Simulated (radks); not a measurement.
Removal energies from the cadmium ion Cd2+, [Kr] 4d10, by Delta-SCF beside the eigenvalue of the level emptied. Calculated with a radial shooting solver on a logarithmic mesh with Libxc functionals: scalar-relativistic Kohn-Sham, LDA (Slater exchange, Perdew-Wang correlation), spin-polarised, spherical densities, finite nucleus; Fermi nuclear charge, rms radius of each element as measured or else 0.836 A^(1/3) + 0.57 fm. Open shells are filled with parallel spins first.

removed from     final configuration  Delta-SCF (eV)  -eigenvalue (eV)
4d                          [Kr] 4d9          38.079            30.710
4p            [Ar] 3d10 4s2 4p5 4d10          94.433            86.024
4s            [Ar] 3d10 4s1 4p6 4d10          133.63            124.85
3d             [Ar] 3d9 4s2 4p6 4d10          432.46            412.89
